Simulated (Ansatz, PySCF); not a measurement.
C2H9FO2Si2, singlet, geometry from GFN2-xTB. Base run: PySCF with CASSCF(6,4)/STO-3G.

Input for PySCF:
```python
from pyscf import gto, scf, mcscf
import numpy

mol = gto.M(
    atom='''
Si    2.002311    0.051163    0.430460
F     2.255871    0.765528    1.845757
O     0.409900    0.096800    0.253363
Si   -1.022348   -0.155304   -0.471735
C    -2.046822   -1.317088    0.626136
C    -1.855466    1.530179   -0.734652
O    -0.609389   -0.861412   -1.888172
H     2.653115    0.883230   -0.564159
H     2.460686   -1.317365    0.581382
H    -3.042549   -1.475820    0.222241
H    -1.568869   -2.288441    0.715864
H    -2.161782   -0.917048    1.627788
H    -2.848216    1.424181   -1.162449
H    -1.959597    2.070835    0.199920
H    -1.271249    2.151524   -1.407378
H    -1.274232   -1.124524   -2.517599
''',
    basis='sto-3g',
    charge=0,
    spin=0,
    verbose=4,
)

mf = scf.RHF(mol)
mf.kernel()
mc = mcscf.CASSCF(mf, 4, 6)
mc.fix_spin_(ss=0.0)
mc.kernel()
occ = numpy.linalg.eigvalsh(mc.fcisolver.make_rdm1(mc.ci, mc.ncas, mc.nelecas))[::-1]
ss = mc.fcisolver.spin_square(mc.ci, mc.ncas, mc.nelecas)[0]
print('natural occupations', occ.round(4), ' <S^2>', round(ss, 4))
```

Programs used: Ansatz (a quantum-chemistry and plane-wave program), PySCF; a row that names a program was run with it.

Each row names what was changed in the base input (with any setting that the change needs).

```tsv
change	ΔE vs base (kcal/mol)	natural occupations	<S^2> of the state
base	0.000	2.00 2.00 1.99 0.01	0.00
active space = 6 electrons, 6 orbitals	-17.85	1.99 1.98 1.98 0.02 0.02 0.01	0.00
conv_tol = 1e-5	0.002	2.00 2.00 1.99 0.01	0.00
orbitals = fixed (CASCI); correction = SC-NEVPT2	-155.7	2.00 2.00 2.00 0.00	0.00
state_average = 2 states	9.32	-	-
active space = 10 electrons, 9 orbitals	-27.79	2.00 1.99 1.98 1.98 1.98 0.02 0.02 0.02 0.01	0.00
code = ansatz; correction = SC-NEVPT2, all electrons	-157.6	-	-
active space = 8 electrons, 8 orbitals	-26.11	1.99 1.99 1.98 1.98 0.02 0.02 0.01 0.01	0.00
active space = 8 electrons, 7 orbitals	-19.43	2.00 1.99 1.98 1.98 0.02 0.02 0.01	0.00
start = MP2 natural orbitals	-1.01	2.00 2.00 1.98 0.02	0.00
code = ansatz	-3.12	-	-
```

Active orbitals are taken around the Fermi level unless the row says otherwise; CASSCF can end in different local minima, and two programs can end on different orbitals. State-averaged rows give the lowest state.
